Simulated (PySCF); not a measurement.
## Worked example: oscillator strength and radiative lifetime

C5H3Cl, SMILES C#CC=C=CCl.

The structure is a stationary point at PBE0-D3(BJ)/def2-SVP. The structure was generated by enumeration, and PubChem lists no compound with its InChIKey, so it may never have been made.

TDA-B3LYP/def2-SVPD (PySCF) puts the first singlet state with f over 0.02 at 5.44 eV (vertical), with the transition dipole (-1.692, 0.335, -0.158) in atomic units.

Task: Find the oscillator strength, the wavelength and the radiative lifetime that this transition would have in vacuum if emission retraced absorption.

Result: 
|μ|² = 3.0001 au, so |μ| = 4.40 D. ΔE = 5.44/27.211 = 0.1999 hartree. f = (2/3) ΔE |μ|² = 0.400 (the program prints 0.399).
λ = 1239.84/5.44 = 228 nm; ν = 43877 cm⁻¹.
Einstein's coefficient A = 0.6670 ν² f s⁻¹ (ν in cm⁻¹) = 5.1e8 s⁻¹, so τ = 1/A = 1.9 ns. This state is S4; the lower singlets have f = 0.000, 0.000, 0.000. The figure is the radiative limit of this one transition; relaxation, internal conversion, crossing to triplets and a medium change what is measured.
